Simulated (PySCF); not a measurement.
Compound: SbBr₃.
Geometry (PBE0-D3(BJ)/def2-SVP, Å), atoms numbered from 1 in this order:
```
atom  x, y, z in Å
Sb1    0.086   -0.029    0.906
Br2    2.192    0.028   -0.478
Br3   -1.122    1.859   -0.229
Br4   -1.072   -1.948   -0.229
```

The calculation used PBE0-D3(BJ)/def2-SVP geometry optimisation, gas phase, def2 core potentials past Kr (PySCF 2.14.0).

(1) Which atoms are bound to Sb1, and at what distances?

(2) List the angles at Sb1.

(3) What is the shape at Sb1?

Results:

(1) 3 atoms: Br3 2.513 Å, Br4 2.513 Å, Br2 2.520 Å.

(2) 
```json
{"angle": "Br2–Sb1–Br4", "degrees": "98.9", "distance of the outer atoms (Å)": "3.82"}
{"angle": "Br3–Sb1–Br4", "degrees": "98.5", "distance of the outer atoms (Å)": "3.81"}
{"angle": "Br2–Sb1–Br3", "degrees": "97.9", "distance of the outer atoms (Å)": "3.79"}
```

(3) Pyramidal: angles 98.9°, 98.5° and 97.9°, sum 295.3°, 1.22 Å off the plane of its three neighbours.

Charge 0, singlet. No PBE0-D3(BJ)/def2-SVP frequencies stand behind this structure, so it isn't proved a minimum.

Hardware: one thread of an Arm Neoverse V2, shared host. Cost: 75 s of wall time, 0.53 GiB resident at most. These figures are those of the optimisation.
